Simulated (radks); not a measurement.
Effect of the nuclear size on the magnesium ion Mg+, [Ne] 3s1. All-electron calculation, Dirac Kohn-Sham, BLYP, spin-unpolarised, spherical densities, finite nucleus; Fermi nuclear charge, rms radius 3.057 fm. Program: a radial shooting solver on a logarithmic mesh with Libxc functionals. The rms radius is varied about that value; shifts are against it.

rms radius (fm)  total energy shift (eV)  density at nucleus (e/bohr^3)  1s1/2 shift (meV)
2.7391                         -0.000522                           1162             -0.217
2.9531                         -0.000177                           1161             -0.073
3.057                                  0                           1161              0.000
3.2221                          0.000293                           1160              0.122
3.595                            0.00101                           1159              0.420

Slopes of the eigenvalues against <r^2> in GHz/fm^2, as finite differences over the two radii next to the reference (eigenvalue slopes, not the field-shift constants of lines): 1s1/2 28.4.
